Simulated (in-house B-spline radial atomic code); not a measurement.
Configurations of Au III (Au2+), with energies counted from [Xe] 4f14 5d9. Computed with a radial B-spline atomic code at the basis-set limit: Dirac-Hartree-Fock, average of configuration, Fermi nucleus of rms radius 5.4371 fm. Energies include first-order Breit, QED and recoil terms.

Occupations are held fixed; configurations that lie above the ionisation limit could autoionise.

```tsv
configuration	E - E(ref) (eV)	highest orbital	its <r> (bohr)
[Xe] 4f14 5d8 7p1	22.751	7p3/2	6.479
[Xe] 4f14 5d8 9p1	28.256	9p3/2	15.89
[Kr] 4d10 4f14 5s2 5p5 5d10	61.228	5d5/2	1.488
[Kr] 4d10 4f14 5s2 5p5 5d9 6s1	66.994	6s1/2	2.434
[Xe] 4f13 5d9 6s1	87.046	6s1/2	2.425
[Kr] 4d10 4f14 5s2 5p5 5d9 6f1	88.895	6f5/2	9.851
[Kr] 4d10 4f14 5s2 5p5 5d9 6g1	90.58	6g7/2	14.64
[Kr] 4d10 4f14 5s2 5p5 5d9 7g1	91.483	7g7/2	21.14
[Xe] 4f13 5d9 9p1	110.24	9p3/2	15.81
```

Order these further configurations by energy, lowest first.
A. [Xe] 4f14 5d8 8f1
B. [Xe] 4f13 5d9 6p1
C. [Xe] 4f13 5d9 8p1
D. [Xe] 4f13 5d9 6g1
E. [Kr] 4d10 4f14 5s2 5p5 5d9 8g1

A (29.511 eV), E (92.069 eV), B (95.15 eV), C (108.37 eV), D (110.69 eV).

How far above the reference does [Xe] 4f14 5d8 5g1 lie?

27.19 eV; its least bound orbital is 5g7/2 with <r> = 9.154 bohr.

How far above the reference does [Xe] 4f14 5d8 8g1 lie?

30.176 eV; its least bound orbital is 8g7/2 with <r> = 28.63 bohr.

How far above the reference does [Xe] 4f14 5d8 8p1 lie?

26.406 eV; its least bound orbital is 8p3/2 with <r> = 10.69 bohr.
